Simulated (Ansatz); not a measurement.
```xyz
8

O     0.166   -1.779   -0.232
Mo    0.238    0.076   -0.274
O    -0.702    1.659   -0.028
F    -0.182    0.076   -2.063
F    -0.290   -0.165    1.539
S     2.255    0.581   -0.198
H    -0.231   -2.248    0.508
H    -1.253    1.799    0.748
```

Charge 0, multiplicity 1. Mo takes the def2 core potential.

(1) List the B3LYP/def2-TZVPP orbital energies in eV (Ansatz). (Estimate.)

Answers

(1) Computed: Occupied: -2418.54, -671.88, -671.14, -521.77, -521.77, -216.58, -161.05, -161.05, -161.00, -74.20, -47.10, -47.03, -46.78, -31.98, -31.15, -28.02, -27.52, -19.22, -15.64, -14.45, -13.83, -13.06, -12.80, -12.17, -12.00, -11.68, -11.39, -10.77, -10.30, -9.74, -9.68, -8.57, -8.13. Lowest empty: -3.96, -3.42, -2.90, -2.04, -0.41, 0.02, 0.57, 1.03.

B3LYP here is the variant with VWN-RPA as its local correlation; programs differ in this.
